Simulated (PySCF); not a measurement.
C3H5Br.
Atom-mapped SMILES: `[CH2:1]=[CH:2][CH2:3][Br:4]`

Lines to be assigned: C 1s: 290.60 (area 1), 291.06 (area 1), 292.10 (area 1) eV.

Computed, not measured: PySCF 2.14.0, delta-SCF UKS SCAN, pcX-2 on the ionised atom, pcseg-1 elsewhere, spin-free X2C. Isolated species at its PBE0-D3(BJ)/def2-SVP geometry (one conformer only).

(1) Order the carbon atoms by C 1s binding energy.

Results:

(1) 290.60 eV: C1 (terminal =CH2 carbon); 291.06 eV: C2 (alkene CH carbon); 292.10 eV: C3 (sp3 C–Br carbon). The listed C 1s values span 1.50 eV, from C1 (bonded to C (double bond) and 2 H) to C3 (bonded to Br, C and 2 H).

Bonded neighbours of each site: C1: C (double bond) and 2 H; C2: C (double bond), C and H; C3: Br, C and 2 H.

Question: Which photon energy gives electrons from C 1s of C2 a kinetic energy of 100 eV, and what is their de Broglie wavelength?

Answer: hν = 291.06 + 100 = 391.06 eV, recoil neglected; λ = 12.264 Å/√(E/eV) = 1.23 Å.

No level of bromine is listed.

The values belong to the conformer `[CH2:1]=[CH:2][CH2:3][Br:4]`: C1–C2–C3–Br4 116°.
